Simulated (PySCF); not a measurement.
## Correlation energy of Mn (manganese, neutral)

[Ar] 3d5 4s2, high-spin 6S determinant. Calculation: PySCF 2.14, in cc-pVDZ-DK (6s5p3d1f, 43 functions); scalar relativity by spin-free X2C-1e. Frozen: [Ar]; 7 electrons correlated.

MP2 pair energies summed by pair of shells (mhartree):

```json
{"pair": "3d-3d", "energy": "-57.58", "share (%)": "57.2"}
{"pair": "3d-4s", "energy": "-22.87", "share (%)": "22.7"}
{"pair": "4s-4s", "energy": "-20.20", "share (%)": "20.1"}
```

Total MP2 correlation energy: -100.65 mhartree.

Same-spin part -68.06 and opposite-spin part -32.59 mhartree; SCS-MP2 scales them by 1/3 and 6/5 to -61.79 mhartree.
